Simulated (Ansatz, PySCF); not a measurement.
Species: dimethoxy(methyl)borane, C3H9BO2 (charge 0, singlet). 
Coordinates optimised at B3LYP-D3(BJ)/def2-TZVP (Ansatz, an electronic-structure program):
```xyz
15

B     -0.0105    -0.0186    -0.0022
C      0.3088     1.5174     0.1851
O     -1.2676    -0.5473    -0.0467
C     -2.4441     0.2312     0.0714
O      0.9749    -0.9555    -0.1368
C      2.3499    -0.6213    -0.1187
H      0.8951     1.8960    -0.6577
H     -0.5748     2.1472     0.2795
H      0.9251     1.6785     1.0748
H     -3.2933    -0.4471     0.0010
H     -2.4892     0.7489     1.0332
H     -2.5198     0.9703    -0.7305
H      2.9146    -1.5440    -0.2443
H      2.6090     0.0614    -0.9328
H      2.6395    -0.1598     0.8294
```
Charge 0, spin multiplicity 1.

Total electronic energies in hartree. Correlated levels leave the core frozen unless marked. Spin-orbit coupling is left out. No relativistic terms. CBS(X,Y): correlation extrapolated as X^-3; Hartree-Fock from the larger set. [CCSD(T)-MP2]/basis is that difference in the basis named.

```csv
level,program,energy (Eh)
HF/aug-cc-pVDZ,Ansatz,-293.37911
HF/cc-pwCVTZ,Ansatz,-293.45986
HF-D4/def2-TZVPD,PySCF + dftd4,-293.50195
r2SCANh-D4/def2-TZVPD,Ansatz + dftd4,-295.06146
r2SCANh/def2-TZVPD,Ansatz,-295.05874
r2SCAN0/def2-TZVPD,Ansatz,-295.03981
CAM-B3LYP-D3(BJ)/def2-TZVPD,Ansatz + dftd3,-295.11744
LC-wPBE-D4/def2-TZVPD,Ansatz + dftd4,-295.07068
wB97X/def2-TZVPD,Ansatz,___
B2PLYP/def2-TZVPD,Ansatz,-294.99785
SCS-MP2/6-31G*,Ansatz,-294.14839
SCS-MP2/aug-cc-pVDZ,Ansatz,-294.29468
CCSD/cc-pVTZ,Ansatz,-294.60429
CCSD(T)/STO-3G,Ansatz,-289.99094
"RI-MP2/CBS(cc-pVTZ,cc-pVQZ)+[CCSD(T)-MP2]/cc-pVTZ",Ansatz,-294.8004
```

### Question
Some entries are withheld; supply them.

### Answer

- wB97X/def2-TZVPD, energy (Eh): -295.16536
